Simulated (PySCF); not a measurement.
# Ionisation energy of Mn²⁺ by level of theory

Mn²⁺ [Ar] 3d5 (6S) → Mn³⁺ [Ar] 3d4 (5D), as a difference of total energies. Computed with PySCF 2.14 in cc-pVDZ-DK (6s5p3d1f, 43 functions), with scalar relativity by spin-free X2C-1e. Correlated levels: valence: [Ar] frozen. The calculations carry no spin-orbit coupling.

| method | ionisation energy (eV) |
| --- | --- |
| UHF | 32.519 |
| r2SCAN | 34.064 |
| PBE0 | 34.045 |
| MP2 (valence) | 33.297 |
| SCS-MP2 (valence) | 32.778 |

Question: How much does correlation contribute at MP2 (valence)?

Answer: 33.297 − (32.519) = 0.778 eV, measured against UHF.

The reference lies between the lowest fine-structure levels, while these numbers refer to the centres of the terms.

Errors of the correlated levels include the incompleteness of this basis and the frozen core.

For comparison: 33.668 ± 0.012 eV (measured; NIST Atomic Spectra Database, ionization energies).
